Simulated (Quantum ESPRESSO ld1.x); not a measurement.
Q: All-electron atom: the zirconium ion Zr4+ in [Ar] 3d10 4p6 4f2 (not the ground configuration). Method: Dirac Kohn-Sham, PBE, spin-unpolarised, spherical densities, point nucleus; open shells fill j = l - 1/2 first; computed with ld1.x of Quantum ESPRESSO 7.5. Some entries of the table are withheld. Estimate them.

orbital  occ.  eigenvalue (eV)  <r^2> (bohr^2)  <r> (bohr)
1s1/2       2         -17882.7             (1)     0.03706
2s1/2       2         -2532.72         0.03110      0.1623
2p1/2       2         -2323.96         0.02359      0.1386
2p3/2       4         -2238.07         0.02498      0.1430
3s1/2       2              (2)             (3)      0.4574
3p1/2       2         -389.345          0.2400      0.4537
3p3/2       4         -375.605          0.2509      0.4641
3d3/2       4         -238.631             (4)      0.4477
3d5/2       6         -236.109             (5)      0.4511
4s1/2       0         -108.751           1.504       1.155
4p1/2       2         -86.3931           1.761       1.246
4p3/2       4         -84.2473           1.826       1.269
4d3/2       0         -50.1793           2.786       1.554
4d5/2       0         -49.8987           2.814       1.562
4f5/2       2         -22.2567           7.736       2.575
4f7/2       0         -22.2504           7.744       2.576

A: 
(1) 1s1/2 <r^2> (bohr^2): 0.001852
(2) 3s1/2 eigenvalue (eV): -467.089
(3) 3s1/2 <r^2> (bohr^2): 0.2399
(4) 3d3/2 <r^2> (bohr^2): 0.2420
(5) 3d5/2 <r^2> (bohr^2): 0.2456
